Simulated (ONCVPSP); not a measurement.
**Transferability test, ONCV potential for caesium (Cs)**

caesium (Cs), optimised norm-conserving Vanderbilt (ONCV), made with ONCVPSP 4.0.1 (PBEsol, scalar-relativistic). Core [Kr] 4d10, reference 5s2 5p6 6s1. Waves: 5s+6s: rc 2.80 bohr, ncon 4, nbas 8, qcut 4.1 1/bohr, 2 projectors; 5p: rc 3.10 bohr, ncon 5, nbas 10, qcut 5.6 1/bohr, 2 projectors, debl 3.1 Ha; d scattering state at 0.09 Ha: rc 3.30 bohr, ncon 4, nbas 7, qcut 2.7 1/bohr, 2 projectors, debl 1.7 Ha. Local part: polynomial inside 2.50 bohr (lpopt 1, dvloc0 1 Ha). Core correction: none.

In the d channel the program set the typed energies aside and used 0.050, 1.750 Ha.

Energies are relative to the spin-unpolarised reference configuration 5s2 5p6 6s1; without spin polarisation the order of configurations can differ from experiment.

**Question.** Give the all-electron excitation energy and the error of the potential for: 5s2 5p6 6s0; 5s2 5p6 6s0.5; 5s2 5p6 6s0 6p1; 5s2 5p5 6s1.

**Answer.**

| valence configuration | charge | ΔE all-electron (eV) | error AE − PS (meV) |
| --- | --- | --- | --- |
| 5s2 5p6 6s0 | +1 | 3.792 | -0.2 |
| 5s2 5p6 6s0.5 | +0.5 | 1.457 | -0.1 |
| 5s2 5p6 6s0 6p1 | 0 | 1.352 | +1.3 |
| 5s2 5p5 6s1 | +1 | 17.893 | -11 |

Levels in the configuration 5s2 5p6 6s0:

```csv
level,all-electron (eV),pseudo (eV)
5s,-31.982,-31.987
5p,-18.685,-18.685
```
